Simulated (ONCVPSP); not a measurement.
## O: one change to an ONCV potential, before and after

ONCVPSP 4.0.1 input, shortened (lines: element, Z, core and valence counts, functional; n l f; lmax; l rc ep ncon nbas qcut; lloc lpopt rc5 dvloc0; l nproj debl; icmod fcfact rcfact), Wu-Cohen, scalar-relativistic:

```
  O 8.00    1    2  -118130      upf
    1    0    2.00
    2    0    1.75
    2    1    4.25
    1
    0    0.80    0.00    5   10    9.10
    1    2.05    0.00    4    7    7.20
    4    4    0.65    3.00
    0    2    3.10
    1    1    0.50
    2    0.75    1.10
```

All-electron outer shells of the reference configuration (Wu-Cohen, scalar-relativistic, ld1.x):

```tsv
shell	level (eV)	outermost node (bohr)	outermost maximum (bohr)
1s	-514.00	–	0.13
2s	-23.94	0.28	0.87
2p	-9.11	–	0.82
```

Change: s: rc 0.96.

Cutoffs: the cutoffs (Ha) at which the residual kinetic energy of the hardest occupied pseudo-wave falls to 1 and 0.1 mHa per electron; they do not see the model core or the augmentation charge, which bear on the density cutoff. Errors are all-electron minus pseudo energies relative to the spin-unpolarised reference configuration.

Predict the effect on cutoff, ghosts and configuration errors.

The potential gets softer (41 Ha and 143 Ha → 36 Ha and 99 Ha); the errors of the 4 common tests hardly move; neither file shows a bound ghost. A larger radius leaves more room for a smooth pseudo-wave, so fewer plane waves are needed.

| quantity | base | changed |
| --- | --- | --- |
| cutoff, loose | 41 Ha | 36 Ha |
| cutoff, tight | 143 Ha | 99 Ha |
| loose cutoff by channel | s 41 Ha, p 18 Ha | s 36 Ha, p 18 Ha |
| bound ghosts | none | none |
| GHOST(+) flags under 300 eV | none | none |
| error for 2s2 2p4, meV [ΔE -3.71 eV] | -1.0 | -1.1 |
| error for 2s2 2p3, meV [ΔE 12.70 eV] | +132 | +133 |
| error for 2s2 2p2, meV [ΔE 46.27 eV] | +819 | +822 |
| error for 2s1 2p5, meV [ΔE 11.14 eV] | -9.9 | -11 |
| p: phases at 2.08 bohr within 0.05 rad from the reference energy up to (Ha; the scan ends near 5) | 0.5 | 0.5 |
| rms error of d²Exc/dni dnj with the model core, mHa | 1.10 | 1.12 |
